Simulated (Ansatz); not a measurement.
CH5N2S (SMILES NC([NH3+])=S), charge +1, singlet, geometry from GFN2-xTB; PBE/STO-3G run with Ansatz (a quantum-chemistry and plane-wave program).

The Ansatz input:
Ansatz 0.2 input:
```yaml
crystal:
  periodic: [false, false, false]
  atoms:
    - {symbol: N, position_ang: [1.13272355, -1.07190807, -0.25474547]}
    - {symbol: C, position_ang: [0.11655556, -0.23660274, -0.05111200]}
    - {symbol: N, position_ang: [-1.24763856, -0.93480136, -0.13643960]}
    - {symbol: S, position_ang: [0.10764279, 1.34012233, 0.26005663]}
    - {symbol: H, position_ang: [1.04219021, -2.05795163, -0.44565705]}
    - {symbol: H, position_ang: [2.06805560, -0.69319618, -0.21595456]}
    - {symbol: H, position_ang: [-1.95790376, -0.20395163, 0.03487192]}
    - {symbol: H, position_ang: [-1.35329073, -1.67200907, 0.57652211]}
    - {symbol: H, position_ang: [-1.41626422, -1.34826633, -1.06572110]}
basis:
  gaussian:
    orbitals: STO-3G
hamiltonian:
  xc: pbe
total_charge: 1
accuracy: high
```

The log (banner, timings and long lists left out):

```
Functional definition: PBE
582 factors; integrals over basis functions are off by at most 2.1e-8 eV
mean field evaluation 1: about -14743.9633 eV, gradient 2.2e1 eV
mean field evaluation 2: about -14738.1943 eV, gradient 4.9e1 eV
mean field evaluation 4: about -14745.3303 eV, gradient 6.5e0 eV
mean field evaluation 8: about -14745.3674 eV, gradient 1.8e-1 eV
mean field evaluation 16: about -14745.3676 eV, gradient 3.0e-6 eV
mean field -14745.36756915 eV, -541.8822633970 hartree, gradient 7.0e-8 eV, S^2 0.000000; 0 other end points of the search recorded, 0 dependent functions left out
reference -14745.36757143 eV, -541.8822634809 hartree; 20, 20 occupied and 9, 9 virtual orbitals, 582 factors
Total energy: -14745.36757143 eV, -541.8822634809 hartree
```
